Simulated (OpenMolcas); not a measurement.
Computed levels of 5d in ions with 69 electrons, in cm-1 above ²D_3/2.

```
Program             : OpenMolcas 26.06
Method              : CASSCF
Basis               : ANO-R2
Scalar Hamiltonian  : X2C, finite nucleus
Spin-orbit coupling : RASSI with atomic mean-field integrals over the reference wave functions, term energies averaged over their components
```

Active space for each ion: 1 electron in 5 orbitals (5d).

```
 Level  Hf3+   W5+   Os7+
²D_5/2  5660  9519  13687
```

**Question.** Estimate ²D_5/2 for Ta4+ from its neighbours Hf3+ and W5+.

**Answer.** ²D_5/2 is fine structure, which grows about as the fourth power of a screened charge, so the fourth roots are averaged: ((5660^0.25 + 9519^0.25) / 2)^4 = 7402. The calculation gives 7225, so the estimate is off by +2.4 %.

With one active electron the reference holds no correlation, so core polarisation is missing. Levels of configurations outside the active space are missing.
